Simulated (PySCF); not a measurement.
C2H3Cl2FSi2, SMILES F[SiH2]C#C[SiH](Cl)Cl, singlet, PBE0/def2-SVP optimised geometry.

```
10

Si    -0.57    -0.32     0.00
F      1.05    -0.32     0.00
C     -1.16    -1.16     1.53
C     -1.58    -1.71     2.54
Si    -2.17    -2.54     4.05
Cl    -3.25    -1.19     5.16
Cl    -3.37    -4.11     3.53
H     -1.05    -1.08    -1.18
H     -1.05     1.08     0.00
H     -1.03    -3.03     4.86
```

Density from PBE0/def2-TZVP run with PySCF at that geometry.

Minimum of the electron density along straight lines between bonded atoms, close to the bond critical point (lines longer than 1.1 times the sum of covalent radii, or with two minima, are not listed):

```json
[
 {"bond": "Si1–F2", "length / Å": "1.621", "ρ at the minimum / e bohr⁻³": "0.132", "∇²ρ there / e bohr⁻⁵": "0.90", "position (fraction from the first atom)": "0.42"},
 {"bond": "Si1–C3", "length / Å": "1.836", "ρ at the minimum / e bohr⁻³": "0.119", "∇²ρ there / e bohr⁻⁵": "0.30", "position (fraction from the first atom)": "0.39"},
 {"bond": "C3–C4", "length / Å": "1.224", "ρ at the minimum / e bohr⁻³": "0.413", "∇²ρ there / e bohr⁻⁵": "-1.27", "position (fraction from the first atom)": "0.50"},
 {"bond": "C4–Si5", "length / Å": "1.825", "ρ at the minimum / e bohr⁻³": "0.123", "∇²ρ there / e bohr⁻⁵": "0.31", "position (fraction from the first atom)": "0.61"},
 {"bond": "Si5–Cl6", "length / Å": "2.052", "ρ at the minimum / e bohr⁻³": "0.101", "∇²ρ there / e bohr⁻⁵": "0.23", "position (fraction from the first atom)": "0.36"},
 {"bond": "Si5–Cl7", "length / Å": "2.052", "ρ at the minimum / e bohr⁻³": "0.101", "∇²ρ there / e bohr⁻⁵": "0.23", "position (fraction from the first atom)": "0.36"},
 {"bond": "Si1–H8", "length / Å": "1.484", "ρ at the minimum / e bohr⁻³": "0.126", "∇²ρ there / e bohr⁻⁵": "0.14", "position (fraction from the first atom)": "0.49"},
 {"bond": "Si1–H9", "length / Å": "1.484", "ρ at the minimum / e bohr⁻³": "0.126", "∇²ρ there / e bohr⁻⁵": "0.14", "position (fraction from the first atom)": "0.49"},
 {"bond": "Si5–H10", "length / Å": "1.479", "ρ at the minimum / e bohr⁻³": "0.128", "∇²ρ there / e bohr⁻⁵": "0.13", "position (fraction from the first atom)": "0.49"}
]
```
